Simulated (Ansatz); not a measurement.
H$_{9}$N$_{3}$OSi$_{2}$ (`N[SiH2]N[SiH](N)O`) from Hartree–Fock to CCSD(T)

```
atom    x (Å)    y (Å)    z (Å)
  N1   1.2930   1.3320  -1.1738
 Si2   0.2352   0.0928  -1.7778
  N3  -0.3090  -0.8362  -0.4439
 Si4  -0.9485  -0.2627   1.0603
  N5  -0.4355  -1.3571   2.2679
  O6  -0.4733   1.3005   1.1675
  H7   2.2120   1.0666  -0.8497
  H8   1.3488   2.1894  -1.7041
  H9   0.8644  -0.8640  -2.7313
 H10  -0.8204   0.8609  -2.4907
 H11  -0.3301  -1.8370  -0.5741
 H12  -2.4276  -0.2763   1.1626
 H13   0.5434  -1.5269   2.4366
 H14  -0.9700  -1.4380   3.1178
 H15   0.2173   1.5560   0.5326
```

Total charge 0; spin multiplicity 1. The geometry is a stationary point of PBE0-D4/def2-TZVP. It is one conformer, not always the lowest. Frozen core, restricted reference, Ansatz. CBS rows extrapolate triple and quadruple zeta; past MP2 they add the triple-zeta difference.

```
     basis     HF (Eh)  MP2 corr.  CCSD corr.       (T)  CCSD(T) total
def2-TZVPP  -821.64554          ?           ?  -0.04409              ?
def2-QZVPP  -821.67678   -1.21552           –         –              –
 CBS(def2)  -821.68108          ?           ?     as TZ              ?
```

Problem. Fill in the withheld values. (Best estimate.)

Solution. The calculation gave: def2-TZVPP MP2 corr.: -1.13008; def2-TZVPP CCSD corr.: -1.17560; def2-TZVPP CCSD(T) total: -822.86523; CBS(def2) MP2 corr.: -1.27882; CBS(def2) CCSD corr.: -1.32434; CBS(def2) CCSD(T) total: -823.04951.
